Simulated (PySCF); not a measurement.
Does the answer move with the share of exact exchange?

Species: C₂H₅BF₂OS.
InChI=1S/C2H5BF2OS/c1-7-3-6-2(4)5/h2-3H,1H3

Torsions of this conformer, `[CH3:1][S:2][BH:3][O:4][CH:5]([F:6])[F:7]`: C1–S2–B3–O4 0°, S2–B3–O4–C5 -178°, B3–O4–C5–F6 -134°.

PySCF, pcSseg-1 basis, density fitting, gas phase, PBE0-D3(BJ)/def2-SVP geometry. One functional is left out:

```csv
functional,exact exchange (%),HOMO energy (eV),LUMO energy (eV),dipole moment (D)
B97-D,0,-6.44,-1.25,0.583
LDA,0,-6.62,-1.67,0.641
PBE0,25,-7.68,-0.51,0.578
BHandHLYP,50,-8.70,0.52,0.701
```

Task: Predict the row of mPW1PW91 (25 % exact exchange) by straight lines through the other rows, and check it.

Result: 
| property | line | computed | computed − line | PBE0 (25 %), for comparison |
| --- | --- | --- | --- | --- |
| HOMO energy (eV) | -7.63 | -7.70 | -0.07 | -7.68 |
| LUMO energy (eV) | -0.48 | -0.51 | -0.03 | -0.51 |
| dipole moment (D) | 0.635 | 0.589 | -0.046 | 0.578 |

Task: Which of these properties follows the share of exact exchange most closely, and which least?

Result: Most closely the HOMO energy, least the dipole moment; the correlations over the tabulated rows are HOMO energy -0.997, LUMO energy 0.984, dipole moment 0.620. The HOMO energy moves by -0.436 eV for every 10 %. Functionals with the same share still differ in their other parts: at 0 % B97-D and LDA differ by 0.18 eV in it.
